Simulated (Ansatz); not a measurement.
Isomers of Mg$_{2}$S$_{3}$ (singlet), relaxed with PBE0-D4/def2-SVP; total energies from Ansatz at CCSD(T)/def2-TZVPP.

```tsv
isomer	description	energy (Eh)
A	point group C2v; 6 × Mg–S 2.33 to 2.50 Å; 1 × S–S 2.22 Å	-1592.98546
B	point group C2; 4 × Mg–S 2.31 to 2.34 Å; 1 × S–S 2.16 Å	-1592.98176
```

Correlated methods freeze 17 core orbitals; core or outer-core shells of Mg are correlated, in sets that lack core-valence functions.

The isomers come from a short search, and lower ones may exist.

Q: Work out the relative energies (1 Eh = 2625.5 kJ/mol) and the Boltzmann populations at 800 K from electronic energies alone (R = 8.314 J/mol/K).

A: ΔE: A 0.0, B 9.7 kJ/mol. RT = 6.65 kJ/mol. Factors exp(−ΔE/RT): A 1, B 0.233; sum 1.233. Populations: A 81.1 %, B 18.9 %. Zero-point energy, vibrational entropy and symmetry numbers are left out and can shift these; an error of 4 kJ/mol changes a ratio by a factor of 1.8. Over the other density-functional and correlated levels in def2 sets, the gap between A and B ranges from -2 to 13 kJ/mol.
